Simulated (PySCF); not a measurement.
Be(F)(Me) (CH3BeF), SMILES [F][Be][CH3]. Geometry optimised at r2SCAN-D4/def2-TZVP.

All values below come from r2SCAN-D4/def2-TZVP run with PySCF.

Harmonic wavenumbers (cm⁻¹): 253, 253, 607, 698, 698, 1221, 1386, 1446, 1446, 3025, 3101, 3101. Rotational constants (GHz): 162.0, 5.963, 5.963; symmetry number 3.

### Question
Work out the zero-point energy and the ideal-gas rigid-rotor harmonic-oscillator thermochemistry at 298.15 K and 1 atm.

### Answer
ZPE = ½ Σ hcν = ½ × 17235 cm⁻¹ = 24.64 kcal/mol. H − E(el) = 27.88 kcal/mol. Entropy in cal/(mol K): translation 37.21, rotation 19.37, vibration 4.57, total 61.14. G − E(el) = 9.65 kcal/mol. Cp = 14.63 cal/(mol K).
